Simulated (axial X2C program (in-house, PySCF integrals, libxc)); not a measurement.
# Low determinants of Nd⁺

Computed with an axial X2C code built on PySCF integrals, basis dyall-cv3z (cores contracted in-house), spin-free (one-electron X2C) and two-component (2c, atomic mean-field Coulomb and Gaunt terms). Energies in eV from the lowest row of each column (rows without correlated energies are left out; n/a marks j-coupled starts, which PBE0 does not hold); electrons by l are Mulliken totals of the Hartree–Fock solution, and PBE0 can relax to another configuration under the same block occupation. Coupled cluster uses truncated natural virtuals with an MP2 remainder. Frozen shells in the correlated columns: 4 s, 3 p, 2 d.

The low spin-free determinants:

| electrons by l | M_S, M_L | HF | MP2 | CCSD(T) | PBE0 |
| --- | --- | --- | --- | --- | --- |
| s11 p24 d20 f4 | 5/2, 5 | 0.00 | 0.00 | 0.00 | 0.02 |
| s11 p24 d20 f4 | 5/2, 6 | 0.06 | 0.05 | 0.06 | 0.25 |
| s11 p24 d20 f4 | 3/2, 5 | 0.12 | 0.13 | 0.12 | 0.23 |
| s11 p24 d20 f4 | 3/2, 6 | 0.17 | 0.18 | 0.18 | 0.46 |
| s11 p24 d20 f4 | 5/2, 3 | 0.41 | 0.31 | 0.19 | 0.00 |
| s11 p24 d20 f4 | 3/2, 3 | 0.53 | 0.44 | 0.30 | 0.21 |

And the two-component ones:

| electrons by l | 2M_J | HF | MP2 | CCSD(T) | PBE0 |
| --- | --- | --- | --- | --- | --- |
| s11 p24 d20 f4 | 5 | 0.49 | 0.00 | 0.00 | 0.00 |
| s11 p24 d20 f4 | 7 | 0.50 | 0.00 | 0.02 | 0.18 |
| s11 p24 d20 f4 | 7 | 0.61 | 0.13 | 0.12 | 0.21 |
| s11 p24 d20 f4 | 9 | 0.62 | 0.13 | 0.13 | 0.39 |
| s11 p24 d20 f4 | 1 | 1.00 | 0.40 | 0.28 | 0.08 |
| s11 p24 d20 f4 | 3 | 1.11 | 0.53 | 0.39 | 0.29 |
| s11 p24 d20 f4 | 11 | 1.28 | 0.68 | 0.56 | 0.39 |
| s10 p24 d22 f3 | 13 | 0.00 | 0.62 | 0.65 | n/a |

Ground level as tabulated from the NIST Atomic Spectra Database (leading term): 2S+1 = 6, L = 6, J = 7/2.

Spin-free rows of one term, and 2c rows of one J level, should be degenerate; broken spherical symmetry, the missing current term of PBE0 and determinants that mix terms or J levels spread them. The search is wide but not exhaustive and can miss a configuration; gaps between s and d configurations can be off by some tenths of an eV with this basis and core.

The run took 6.5 min on 1 thread of Arm Neoverse V2, on a shared host.
